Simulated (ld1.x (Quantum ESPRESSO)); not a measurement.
**u(r) = r·R(r): atom against pseudo-atom (niobium)**

Columns: radius, all-electron u(r) and pseudo u(r) of the 5s shell (level -5.03 eV) of niobium in the configuration [Kr] 4d4 5s0 5p1; LDA (PZ), scalar-relativistic, TM scheme, ld1.x (Quantum ESPRESSO) 7.5.

| r (bohr) | all-electron | pseudo |
| --- | --- | --- |
| 0.170 | -0.0289 | 0.0146 |
| 0.340 | 0.1703 | 0.0300 |
| 0.510 | 0.0094 | 0.0473 |
| 0.680 | -0.1877 | 0.0673 |
| 0.850 | -0.2739 | 0.0911 |
| 1.020 | -0.2501 | 0.1200 |
| 1.190 | -0.1571 | 0.1550 |
| 1.360 | -0.0327 | 0.1970 |
| 1.530 | 0.0971 | 0.2463 |
| 1.700 | 0.2176 | 0.3021 |
| 1.870 | 0.3218 | 0.3620 |
| 2.040 | 0.4071 | 0.4221 |
| 2.210 | 0.4736 | 0.4775 |
| 2.380 | 0.5229 | 0.5234 |
| 2.550 | 0.5571 | 0.5571 |
| 2.720 | 0.5782 | 0.5782 |
| 2.890 | 0.5884 | 0.5884 |
| 3.060 | 0.5896 | 0.5896 |
| 3.230 | 0.5837 | 0.5837 |
| 3.400 | 0.5722 | 0.5722 |
| 3.570 | 0.5562 | 0.5562 |
| 3.740 | 0.5369 | 0.5369 |
| 3.910 | 0.5152 | 0.5152 |
| 4.080 | 0.4919 | 0.4919 |
| 4.250 | 0.4675 | 0.4675 |
| 4.420 | 0.4426 | 0.4426 |

Q: How many radial nodes do the two functions have?

A: The all-electron 5s function has n − l − 1 = 4 (the table is too coarse to show those close to the nucleus); the pseudo-wave has 0, since the states of the same l below it are removed with the core.

Q: At about which radius was the pseudo-wave matched?

A: 2.65 bohr. The columns agree to 0.0005 from 2.38 bohr on; several derivatives are matched, so the curves merge somewhat inside the radius.

Q: Is the pseudo-wave norm-conserving?

A: Yes: the TM scheme keeps the norm inside the radius equal to the all-electron one, which fixes the energy derivative of the logarithmic derivative at the level.
